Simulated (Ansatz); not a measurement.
Reaction (hydrogenolysis of a C–Br bond): `[GeH3][CH2]CBr` + H₂ → `C[CH2][GeH3]` + HBr

Computed with Ansatz on PBE0-D4/def2-TZVP structures; ΔE is electronic, products minus reactants. CCSD(T)/CBS is the MP2 limit (def2-TZVPP, def2-QZVPP) plus CCSD(T) − MP2 in def2-TZVPP, frozen cores. This one scheme is used for every species. Functionals use def2-TZVPP. B3LYP here is the variant with VWN-RPA as its local correlation; programs differ in this. For Br, Ge outer-core shells are correlated without core-valence functions, which leaves a few kJ/mol of doubt a bond. Scalar relativity is left out up to krypton. One conformer a species, not always the lowest.

(1) Is it downhill or uphill in electronic energy at CCSD(T)/CBS, and by how much? (An estimate is asked.)

(2) What do these levels give: r2SCAN-D4, B3LYP-D4, r2SCAN, B3LYP, MP2/CBS(def2), CCSD/CBS(def2)? (Best estimate.)

Largest T1 diagnostic among the species: 0.010.

## Answers

(1) Ansatz gave: Downhill: ΔE = -15.2 kcal/mol.

(2) Computed: r2SCAN-D4 -15.1, B3LYP-D4 -15.4, r2SCAN -15.4, B3LYP -17.3, MP2/CBS(def2) -13.6, CCSD/CBS(def2) -16.5 kcal/mol.

In def2-TZVPP, CCSD(T) changes the Hartree–Fock value by +4.5 kcal/mol (the triples alone add +1.3 kcal/mol) and MP2 by +6.1 kcal/mol. The D4 term adds +1.9 kcal/mol with B3LYP and +1.0 kcal/mol with PBE0; it sums over pairs of atoms, weighted by their polarisabilities, and B3LYP, whose exchange is more repulsive, gets the larger term.
